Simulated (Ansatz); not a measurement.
Cost and result for the atomization energy of CH₄Cl₂OSi (`OC(Cl)[SiH2]Cl`) (9 atoms, 8 bonds).

```json
{"atom": "O1", "x (Å)": "-1.705", "y (Å)": "-0.090", "z (Å)": "0.358"}
{"atom": "C2", "x (Å)": "-0.507", "y (Å)": "0.582", "z (Å)": "0.453"}
{"atom": "Cl3", "x (Å)": "-0.482", "y (Å)": "2.087", "z (Å)": "-0.574"}
{"atom": "Si4", "x (Å)": "0.994", "y (Å)": "-0.462", "z (Å)": "-0.058"}
{"atom": "Cl5", "x (Å)": "0.442", "y (Å)": "-1.352", "z (Å)": "-1.828"}
{"atom": "H6", "x (Å)": "-1.749", "y (Å)": "-0.533", "z (Å)": "-0.499"}
{"atom": "H7", "x (Å)": "-0.423", "y (Å)": "0.947", "z (Å)": "1.477"}
{"atom": "H8", "x (Å)": "1.225", "y (Å)": "-1.538", "z (Å)": "0.936"}
{"atom": "H9", "x (Å)": "2.205", "y (Å)": "0.359", "z (Å)": "-0.266"}
```

Charge 0, multiplicity 1. The structure was optimised at the PBE0-D4/def2-TZVP level. It is one conformer, not always the lowest. Program: Ansatz. All runs use 4 threads of an Arm Neoverse V1 on a shared host. Times are those of one run each, without the atoms' runs, and a repeat can differ threefold. Electronic energies, without spin–orbit coupling; frozen cores. CCSD(T)/CBS adds CCSD(T) − MP2 in def2-TZVPP to the MP2 limit, and its time is that of the two runs behind it. T1 = 0.011. HSE06 is the plane-wave form, built on full-range PBE exchange.

CCSD(T)/CBS is a level of theory with its own doubt, some kJ/mol a heavy atom from the limit and from the frozen cores, so smaller differences don't rank the functionals.

```json
{"level": "BLYP-D4/def2-TZVPP", "functions": "244", "wall time": "2.1 s", "atomization (kcal/mol)": "712.3", "difference from CCSD(T)/CBS": "-7.1", "per bond": "-0.9"}
{"level": "BHLYP-D4/def2-TZVPP", "functions": "244", "wall time": "3.6 s", "atomization (kcal/mol)": "689.9", "difference from CCSD(T)/CBS": "-29.5", "per bond": "-3.7"}
{"level": "CCSD(T)/def2-SVP", "functions": "102", "wall time": "3.7 s", "atomization (kcal/mol)": "664.4", "difference from CCSD(T)/CBS": "-55.0", "per bond": "-6.9"}
{"level": "CAM-B3LYP-D4/def2-TZVPP", "functions": "244", "wall time": "3.8 s", "atomization (kcal/mol)": "715.6", "difference from CCSD(T)/CBS": "-3.8", "per bond": "-0.5"}
{"level": "HSE06-D4/def2-TZVPP", "functions": "244", "wall time": "3.9 s", "atomization (kcal/mol)": "718.6", "difference from CCSD(T)/CBS": "-0.8", "per bond": "-0.1"}
{"level": "PBE0-D4/def2-TZVPP", "functions": "244", "wall time": "4.3 s", "atomization (kcal/mol)": "718.0", "difference from CCSD(T)/CBS": "-1.4", "per bond": "-0.2"}
{"level": "PBE-QIDH/def2-TZVPP", "functions": "244", "wall time": "5.5 s", "atomization (kcal/mol)": "712.6", "difference from CCSD(T)/CBS": "-6.8", "per bond": "-0.8"}
{"level": "r2SCANh-D4/def2-TZVPP", "functions": "244", "wall time": "6 s", "atomization (kcal/mol)": "715.9", "difference from CCSD(T)/CBS": "-3.5", "per bond": "-0.4"}
{"level": "ωB97X-V/def2-TZVPP", "functions": "244", "wall time": "8.5 s", "atomization (kcal/mol)": "721.5", "difference from CCSD(T)/CBS": "2.1", "per bond": "0.3"}
{"level": "B97M-V/def2-TZVPP", "functions": "244", "wall time": "11 s", "atomization (kcal/mol)": "720.8", "difference from CCSD(T)/CBS": "1.4", "per bond": "0.2"}
{"level": "MP2/def2-QZVPP", "functions": "444", "wall time": "19 s", "atomization (kcal/mol)": "727.4", "difference from CCSD(T)/CBS": "8.0", "per bond": "1.0"}
{"level": "CCSD(T)/def2-TZVPP", "functions": "244", "wall time": "2.3 min", "atomization (kcal/mol)": "696.0", "difference from CCSD(T)/CBS": "-23.4", "per bond": "-2.9"}
{"level": "CCSD(T)/CBS(def2)", "functions": "–", "wall time": "2.6 min", "atomization (kcal/mol)": "719.4", "difference from CCSD(T)/CBS": "0.0", "per bond": "0.0"}
```

Leaving LDA and LC-ωPBE aside and taking each functional with its dispersion term where it has one, the values, not all of them listed here, spread over 43.0 kcal/mol, from BHLYP-D4 to PBE-D4. LDA lies +106.0 kcal/mol from PBE without D4, its usual overbinding. From PBE to PBE0 (25 % exact exchange), in def2-TZVPP and without D4, the atomization energy moves by −13.9 kcal/mol: exact exchange takes away binding that semilocal exchange gives to molecules. At CCSD(T), def2-SVP lies −55.0 kcal/mol from the extrapolated value and def2-TZVPP −23.4 kcal/mol: correlation converges slowly with the basis, and small sets miss more of it in the bonded molecule than in its fragments.
